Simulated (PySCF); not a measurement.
Computed IR spectrum (relative IR intensity) of a molecule C₄H₃Cl₂F. Geometry: PBE-D3(BJ)/def2-SVP. Other conformers were not sampled. These are PySCF with PBE-D3(BJ)/def2-SVP values and carry that method's errors. Frequencies are harmonic and unscaled.

Lines under 2 % of the strongest are left out, and lines within 2 cm⁻¹ are merged.

```json
[
 {"ν (cm⁻¹)": "331", "relative intensity": "5.2"},
 {"ν (cm⁻¹)": "375", "relative intensity": "7.9"},
 {"ν (cm⁻¹)": "466", "relative intensity": "9.8"},
 {"ν (cm⁻¹)": "532", "relative intensity": "11"},
 {"ν (cm⁻¹)": "706", "relative intensity": "36"},
 {"ν (cm⁻¹)": "750", "relative intensity": "100"},
 {"ν (cm⁻¹)": "764", "relative intensity": "7.3"},
 {"ν (cm⁻¹)": "848", "relative intensity": "19"},
 {"ν (cm⁻¹)": "1027", "relative intensity": "21"},
 {"ν (cm⁻¹)": "1077", "relative intensity": "82"},
 {"ν (cm⁻¹)": "1107", "relative intensity": "24"},
 {"ν (cm⁻¹)": "1167", "relative intensity": "22"},
 {"ν (cm⁻¹)": "1285", "relative intensity": "12"},
 {"ν (cm⁻¹)": "1390", "relative intensity": "44"},
 {"ν (cm⁻¹)": "2018", "relative intensity": "5.4"},
 {"ν (cm⁻¹)": "3038", "relative intensity": "5.4"},
 {"ν (cm⁻¹)": "3116", "relative intensity": "3.3"}
]
```

Problem. Which structure fits?
A) CC(Cl)=C=C(F)Cl
B) F[C@@H](Cl)C=C=CCl
C) CC(F)=C=C(Cl)Cl
D) C=C(Cl)/C(F)=C\Cl

Solution. B, F[C@@H](Cl)C=C=CCl
